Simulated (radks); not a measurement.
Species: Bi XIII. Configuration: [Xe] 4f14 5d1 6s2 (not the ground configuration). All-electron calculation, scalar-relativistic Kohn-Sham, r2SCAN, spin-polarised, spherical densities, finite nucleus; open shells are filled with parallel spins first (spin-orbit coupling, left out, can overturn this in heavy ions); meta-GGA in the generalised Kohn-Sham scheme; Fermi nuclear charge, rms radius 5.5211 fm. Program: a radial shooting solver on a logarithmic mesh with Libxc functionals.

Radial electron density D(r) = 4 pi r^2 rho(r):

| r (bohr) | D(r) (e/bohr) | spin D(r) |
|---|---|---|
| 0.0006069 | 6.314 | 0 |
| 0.0007009 | 7.827 | 0 |
| 0.0008095 | 9.676 | 0 |
| 0.0009349 | 11.93 | 0 |
| 0.00108 | 14.65 | 0 |
| 0.001247 | 17.92 | -1.25e-07 |
| 0.00144 | 21.82 | -3.33e-07 |
| 0.00165 | 26.16 | -6.72e-07 |
| 0.001905 | 31.52 | -0.00000127 |
| 0.0022 | 37.72 | -0.00000228 |
| 0.002541 | 44.80 | -0.00000392 |
| 0.002935 | 52.73 | -0.00000658 |
| 0.003389 | 61.43 | -0.0000108 |
| 0.003914 | 70.72 | -0.0000175 |
| 0.004521 | 80.34 | -0.0000280 |
| 0.005221 | 89.87 | -0.0000441 |
| 0.006029 | 98.80 | -0.0000683 |
| 0.006963 | 106.5 | -0.000104 |
| 0.008042 | 112.3 | -0.000155 |
| 0.009213 | 115.7 | -0.000220 |
| 0.01064 | 116.5 | -0.000307 |
| 0.01229 | 114.7 | -0.000405 |
| 0.01419 | 111.0 | -0.000489 |
| 0.01639 | 106.6 | -0.000494 |
| 0.01893 | 103.5 | -0.000284 |
| 0.02186 | 103.8 | 0.000406 |
| 0.02525 | 108.9 | 0.00204 |
| 0.02916 | 119.4 | 0.00542 |
| 0.03367 | 133.4 | 0.0117 |
| 0.03889 | 147.4 | 0.0226 |
| 0.04491 | 156.6 | 0.0398 |
| 0.05186 | 157.1 | 0.0650 |
| 0.05942 | 149.2 | 0.0963 |
| 0.06862 | 135.9 | 0.135 |
| 0.07925 | 125.0 | 0.172 |
| 0.09153 | 123.5 | 0.195 |
| 0.1057 | 132.6 | 0.190 |
| 0.1221 | 144.8 | 0.148 |
| 0.141 | 148.2 | 0.0760 |
| 0.1628 | 135.7 | 0.00833 |
| 0.188 | 111.7 | -0.00594 |
| 0.2172 | 90.53 | 0.0694 |
| 0.2508 | 84.10 | 0.221 |
| 0.2896 | 91.47 | 0.363 |
| 0.3345 | 99.41 | 0.390 |
| 0.3832 | 95.97 | 0.270 |
| 0.4426 | 79.29 | 0.0720 |
| 0.5111 | 57.62 | -0.0181 |
| 0.5903 | 40.08 | 0.156 |
| 0.6817 | 29.35 | 0.591 |
| 0.7873 | 22.57 | 1.09 |
| 0.9093 | 16.61 | 1.38 |
| 1.05 | 11.04 | 1.31 |
| 1.213 | 6.854 | 0.960 |
| 1.401 | 4.319 | 0.542 |
| 1.617 | 2.723 | 0.229 |
| 1.868 | 1.499 | 0.0675 |
| 2.14 | 0.6673 | 0.0130 |
| 2.472 | 0.2016 | 0.000270 |
| 2.854 | 0.04052 | -0.000461 |
| 3.297 | 0.005134 | -0.000108 |
| 3.807 | 0.0003875 | -0.0000110 |

D(r) has 4 maxima, at r = 0.0104, 0.0486, 0.135, 0.345 bohr, and minima at 0.0202, 0.0865, 0.247 bohr, inside which lie 1.87, 10.92, 30.12 electrons.
